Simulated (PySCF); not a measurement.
# Cs+ (caesium, charge +1) across methods

[Xe], closed-shell 1S. Calculation: PySCF 2.14, in aug-cc-pVQZ-X2C; the spin-free X2C one-electron Hamiltonian (Gaussian nucleus).

```csv
method,E (hartree),mean ε 4d (eV),mean ε 5s (eV),mean ε 5p (eV),Σ⟨r²⟩ (bohr²),⟨S²⟩
UHF,-7782.97508,-93.514,-40.573,-23.483,51.31,0.000
PBE,-7785.55,-79.642,-31.974,-18.742,51.08,0.000
B3LYP,-7786.08,-82.653,-33.940,-19.870,51.13,0.000
PBE0,-7785.64,-83.488,-34.459,-20.231,51.05,0.000
r2SCAN,-7785.99,-81.063,-32.786,-19.188,51.07,0.000
TPSSh,-7785.68,-81.340,-33.180,-19.476,51.07,0.000
LDA,-7779.12,-79.701,-32.219,-18.903,51.04,0.000
```

Spin-orbit coupling, which splits the p, d and f shells strongly at this Z, is absent.
